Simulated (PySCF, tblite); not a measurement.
Isomers of C5H6OP2. Calculated harmonic vibrations of the isolated species, GFN2-xTB (tblite), most abundant isotopes, no scaling. Against measured fundamentals such values can be off by several per cent, at times by over 20. One conformer each.

Electronic energies: PBE0/pcSseg-1 single points on the GFN2-xTB geometries (PySCF, gas phase).

```csv
SMILES,"electronic energy, lowest = 0 (kcal/mol)"
COc1cpcpc1,0.0
COc1cpccp1,3.8
COc1ccpcp1,1.9
```

Question: How do GFN2-xTB zero-point energies change the relative energies?

Answer: 
```csv
SMILES,ZPE (kcal/mol),of it from modes above 1550 cm⁻¹,electronic (kcal/mol),"with ZPE, lowest = 0 (kcal/mol)",lowest mode (cm⁻¹),rings
COc1cpcpc1,61.0,25.8,0.0,0.0,83,1
COc1ccpcp1,60.9,25.6,1.9,1.9,85,1
COc1cpccp1,60.8,25.6,3.8,3.7,92,1
```

The zero-point energies span 0.2 kcal/mol, from `COc1cpccp1` to `COc1cpcpc1`. The order is unchanged.

Question: And how do the electronic energies of GFN2-xTB itself compare?

Answer: `COc1cpcpc1` 0.7; `COc1ccpcp1` 0.9; `COc1cpccp1` 0.0 kcal/mol, lowest = 0. Against the energies above, taken from the same isomer `COc1cpcpc1`, the largest difference is 4.5 kcal/mol.

Question: What do entropy and thermal enthalpy add at 298.15 K and 1 bar (rigid rotor, harmonic oscillator, one conformer each)?

Answer: 
```tsv
SMILES	point group	symmetry number	S (cal/(mol K))	H − H(0) (kcal/mol)	ZPE + H − H(0) − TS (kcal/mol)
COc1cpcpc1	Cs	1	89.6	5.74	40.0
COc1ccpcp1	Cs	1	89.3	5.73	40.0
COc1cpccp1	Cs	1	89.5	5.76	39.9
```
